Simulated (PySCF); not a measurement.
Compound: C5H3F2S2 (charge -1).
Z-matrix (Å and degrees, GFN2-xTB geometry), rows numbered from 1:
```
F 
C   1  1.3786
F   2  1.3787  1  102.99
C   2  1.4737  1  113.15  3  -122.52
C   4  1.4136  2  124.58  1    58.32
C   5  1.3524  4  113.45  2   179.99
S   6  1.7389  5  111.76  4     0.01
C   4  1.3878  2  121.07  1  -121.70
S   8  1.6706  4  128.29  2     0.02
H   2  1.0990  1  107.67  3   113.63
H   5  1.0779  4  122.61  2    -0.00
H   6  1.0722  5  129.18  4  -180.00
```

The geometry is computed with GFN2-xTB (gas phase).

Masses are those of the commonest isotopes; rigid-rotor values at the optimised geometry. The values belong to one conformer with, in the numbering `[F:1][CH:2]([F:3])[c:4]1[cH:5][cH:6][s:7][c:8]1[S-:9]`, F1–C2–C4–C5 58°.

Problem. Give the principal moments of inertia and the rotational constants in cm⁻¹.

Solution. Ia = 307.40, Ib = 524.75, Ic = 743.70 u·Å²; 505379 MHz·u·Å²/I gives 1644, 963.1 and 679.5 MHz, that is A = 0.05484, B = 0.03212, C = 0.02267 cm⁻¹.

Problem. Classify the top.

Solution. An asymmetric top. Ray's parameter κ = (2B − A − C)/(A − C) = -0.412; −1 is the prolate and +1 the oblate limit.

Problem. Is it planar, by Δ = Ic − Ia − Ib?

Solution. Not planar: Δ = Ic − Ia − Ib = -88.45 u·Å². For a rigid frame Δ = −2 Σ m c², so Σ m c² = 44.22 u·Å² lies off the ab plane: 0.00 from hydrogen and 44.22 from heavier atoms. The atom farthest from that plane is 1.08 Å away.

Problem. Give the other two planar moments, Paa and Pbb, and the rms extents of the mass along the axes.

Solution. Paa = Σ m a² = (Ib + Ic − Ia)/2 = 480.53 and Pbb = Σ m b² = (Ia + Ic − Ib)/2 = 263.17 u·Å². With the mass M = 164.96 u, the rms extents √(P/M) along a, b and c are 1.71, 1.26, 0.52 Å.

Problem. Where do the levels up to J = 4 lie, in MHz?

Solution. Above 0(0,0):
J = 1: 1(0,1) 1643, 1(1,1) 2324, 1(1,0) 2607
J = 2: 2(0,2) 4856, 2(1,2) 5325, 2(1,1) 6176, 2(2,1) 8219, 2(2,0) 8291
J = 3: 3(0,3) 9523, 3(1,3) 9788, 3(1,2) 11477, 3(2,2) 13147, 3(2,1) 13480, 3(3,1) 17301, 3(3,0) 17313
J = 4: 4(0,4) 15550, 4(1,4) 15676, 4(1,3) 18432, 4(2,3) 19661, 4(2,2) 20535, 4(3,2) 23986, 4(3,1) 24065, 4(4,1) 29647, 4(4,0) 29648
The levels of one J sum to (2J + 1)J(J + 1)(A + B + C)/3.

Problem. Estimate the classical rotational partition function at 50 K, 298.15 K and 500 K.

Solution. Point group Cs, symmetry number σ = 1; q = (√π/σ)·√((kT/h)³/(ABC)), k/h = 20836.6 MHz/K: 57500 at 50 K, 837000 at 298.15 K, 1820000 at 500 K.

GFN2-xTB frequencies: not computed here. Constants of a rigid frame at the computed geometry: no zero-point averaging, no centrifugal distortion.
